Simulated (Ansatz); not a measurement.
Reaction (substitution at a C–Cl bond): `[NH2][GaH][CH2]Cl` + H–F → `[NH2][GaH][CH2]F` + HCl

Calculated with Ansatz (gas phase, PBE0-D4/def2-TZVP geometries, no zero-point term in ΔE). CCSD(T)/CBS adds triple-zeta CCSD(T) − MP2 to the extrapolated MP2 energy (def2 sets, frozen cores). This one scheme is used for every species. DFT in def2-TZVPP. B3LYP here is the variant with VWN-RPA as its local correlation; programs differ in this. For Ga outer-core shells are correlated without core-valence functions, which leaves a few kJ/mol of doubt a bond. Scalar relativity is left out up to krypton. Each species was taken in one conformer, which may not be the lowest.

`[NH2][GaH][CH2]Cl`:

Cartesian coordinates in Å:
```
N -0.463 -1.333 1.148
Ga -0.781 0.068 0.043
C 0.804 1.047 -0.625
Cl 0.989 0.492 -2.328
H -1.178 -1.961 1.473
H 0.456 -1.644 1.413
H -2.249 0.400 -0.358
H 1.731 0.801 -0.109
H 0.692 2.129 -0.657
```

H–F:

Z-matrix (Å, degrees):
```
F
H 1 0.920
```

`[NH2][GaH][CH2]F`:

Cartesian coordinates in Å:
```
N 0.963 -1.513 0.256
Ga -0.533 -0.550 -0.108
C -0.326 1.429 -0.110
F -1.532 2.062 -0.400
H 1.869 -1.122 0.452
H 0.981 -2.519 0.286
H -1.852 -1.333 -0.387
H 0.411 1.751 -0.854
H 0.019 1.794 0.864
```

HCl:

```xyz
2

Cl   -0.194   -0.533   -0.295
H     0.194    0.533    0.295
```

(1) Is it downhill or uphill in electronic energy at CCSD(T)/CBS, and by how much? (An estimate is asked.)

(2) What do these levels give: r2SCAN-D4, PBE0-D4, B3LYP-D4, PBE, r2SCAN, B3LYP, SCS-MP2/def2-TZVPP, CCSD/def2-TZVPP, CCSD(T)/def2-TZVPP, MP2/def2-QZVPP, SCS-MP2/def2-QZVPP, MP2/CBS(def2)? (Best estimate.)

Largest T1 diagnostic among the species: 0.013.

Results:

(1) Ansatz gave: Uphill: ΔE = +11.4 kcal/mol.

(2) Ansatz gave: r2SCAN-D4 8.5, PBE0-D4 9.6, B3LYP-D4 8.0, PBE 7.9, r2SCAN 8.2, B3LYP 6.5, SCS-MP2/def2-TZVPP 10.6, CCSD/def2-TZVPP 9.3, CCSD(T)/def2-TZVPP 10.0, MP2/def2-QZVPP 13.3, SCS-MP2/def2-QZVPP 11.4, MP2/CBS(def2) 13.9 kcal/mol.

The D4 term adds +1.5 kcal/mol with B3LYP and +0.8 kcal/mol with PBE0; it sums over pairs of atoms, weighted by their polarisabilities, and B3LYP, whose exchange is more repulsive, gets the larger term. From PBE to PBE0 (25 % exact exchange), in def2-TZVPP and without D4, ΔE moves by +0.9 kcal/mol.
